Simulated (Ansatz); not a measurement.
Molecule: KS, net charge 0, doublet state. 
Structure (B3LYP-D3(BJ)/def2-TZVP (Ansatz, a first-principles code) minimum search):
```xyz
2

K      0.0000     0.0000    -1.3037
S      0.0000     0.0000     1.5481
```
Charge 0, spin multiplicity 2.

Parts of the frozen-core correlation energy in def2-SVP (Ansatz, hartree). Frozen orbitals: 14; correlated occupied orbitals by spin: 4 and 3; virtual: 24 and 25. Open shells are spin-unrestricted. No spin-orbit coupling. No relativistic terms.

| term | value |
|---|---|
| reference (HF) | -996.49604 |
| MP2 opposite-spin | -0.07808 |
| MP2 same-spin | -0.02539 |
| CCSD correlation | -0.11994 |
| (T) | -0.00211 |
| CCSDT minus CCSD(T) | -0.00042 |
| CCSDT(Q) minus CCSD(T) | -0.00056 |
| T1 diagnostic | 0.013 |
| largest doubles amplitude | 0.041 |
| <S^2> of the reference | 0.757 |
